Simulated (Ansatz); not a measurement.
Stepwise reaction of `N[SiH2][SiH](N)O` with hydrogen fluoride, as a gas-phase model of exchange steps in deposition or etching. ΔE in kJ/mol.

Computed with Ansatz on PBE0-D4/def2-TZVP structures; ΔE is electronic, products minus reactants. CCSD(T)/CBS is the MP2 limit (def2-TZVPP, def2-QZVPP) plus CCSD(T) − MP2 in def2-TZVPP, frozen cores. This one scheme is used for every species. Functionals use def2-TZVPP. B3LYP here is the variant with VWN-RPA as its local correlation; programs differ in this. One conformer a species, not always the lowest.

```
step                                             reaction  PBE-D4  B3LYP-D4  ωB97M-V  CCSD(T)/CBS
   1  `N[SiH2][SiH](N)O` + H–F → `N[SiH](O)[SiH2]F` + NH₃   -80.0     -86.7    -85.0        -81.9
   2  `N[SiH](O)[SiH2]F` + H–F → `O[SiH](F)[SiH2]F` + NH₃   -79.2     -86.5    -84.9        -82.5
```

**Question.** By hand: ΔE of the 2 steps together at CCSD(T)/CBS.

**Answer.** (-81.9) + (-82.5) = -164.4 kJ/mol, or -82.2 kJ/mol a step.

In ΔE the steps differ by no more than 0.6 kJ/mol. All are downhill at CCSD(T)/CBS. PBE-D4 differs from CCSD(T)/CBS by 1.9 to 3.3 kJ/mol a step. Isolated molecules leave out the surface, adducts and barriers. Largest T1 diagnostic: 0.012.
